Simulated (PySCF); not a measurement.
# Xenon: a sound run and one with changed settings

Sound run: Xe(2+) [Kr] 4d10 5s2 5p4, Xe(3+) [Kr] 4d10 5s2 5p3. All numbers are calculated (PySCF 2.14, a scalar-relativistic core potential, in def2-SVP with the def2 core potential (28 electrons)). The sound run starts from symmetry-adapted Hartree-Fock orbitals and uses a fine grid where one is needed.

A second run was set up differently.

```json
{"species": "Xe(2+)", "method": "UHF", "sound run (hartree)": "-327.13922", "changed run (hartree)": "-327.13922", "converged": "yes"}
{"species": "Xe(2+)", "method": "LDA", "sound run (hartree)": "-327.66931", "changed run (hartree)": "-327.66937", "converged": "yes"}
{"species": "Xe(2+)", "method": "B3LYP", "sound run (hartree)": "-328.23069", "changed run (hartree)": "-328.23099", "converged": "yes"}
{"species": "Xe(3+)", "method": "UHF", "sound run (hartree)": "-326.05941", "changed run (hartree)": "-326.05941", "converged": "yes"}
{"species": "Xe(3+)", "method": "LDA", "sound run (hartree)": "-326.53647", "changed run (hartree)": "-326.53657", "converged": "yes"}
{"species": "Xe(3+)", "method": "B3LYP", "sound run (hartree)": "-327.10309", "changed run (hartree)": "-327.10351", "converged": "yes"}
```

Ionisation energy of Xe(2+):

```json
{"method": "UHF", "sound run (eV)": "29.383", "changed run (eV)": "29.383"}
{"method": "LDA", "sound run (eV)": "30.826", "changed run (eV)": "30.825"}
{"method": "B3LYP", "sound run (eV)": "30.684", "changed run (eV)": "30.680"}
```

Question: What was changed?
A. a valence shell is frozen
B. radial grid too coarse
C. all electrons correlated in a valence basis
D. level shift left on

Answer: B. It used radial step 0.3 in ln r (0.13 in the sound run). A coarse radial grid mis-integrates the density and the exchange-correlation energy, with errors of either sign; Hartree-Fock needs no grid.
